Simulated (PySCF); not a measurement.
## Vibration and rotation of BeZn⁺

ROHF-CCSD(T) constants of BeZn⁺, ²Σ⁺ (doublet), unpaired electrons σ ↑ (Be x2c-SVPall, Zn x2c-SVPall; spin-free X2C with a Gaussian nucleus (PySCF 2.14); masses 9.0122 and 63.9291 u):

| Item | Value |
| --- | --- |
| ωe | 367.5 cm⁻¹ |
| ωexe | 2.51 cm⁻¹ |
| Be | 0.3649 cm⁻¹ |
| αe | 0.00368 cm⁻¹ |
| De to Be⁺ + Zn | 1.77 eV |

Task: What force constant and bond length do these constants imply?

Result: Reduced mass μred = 7.8987 u; k = 5.8918×10⁻⁷·μred·ωe² (u, cm⁻¹, mdyn/Å) = 0.629 mdyn/Å; Re = √(16.8576/(μred·Be)) (u, cm⁻¹, Å) = 2.418 Å.

Task: Estimate the centrifugal constant D from the Kratzer relation and find the Dunham coefficient a1.

Result: D = 4Be³/ωe² = 1.44e-06 cm⁻¹; a1 = −1 − αeωe/(6Be²) = -2.69.

Correlated steps freeze 5 core orbitals. Correlated levels converge slowly with the basis: in double zeta they bind strong bonds too weakly, by up to about 1 eV, and carry superposition errors of some tenths. For an ion De counts to the pair picked by the measured ionisation energies or electron affinities, which need not be the lowest pair at this level. The state was picked by a PBE0 search and need not be the measured ground state.
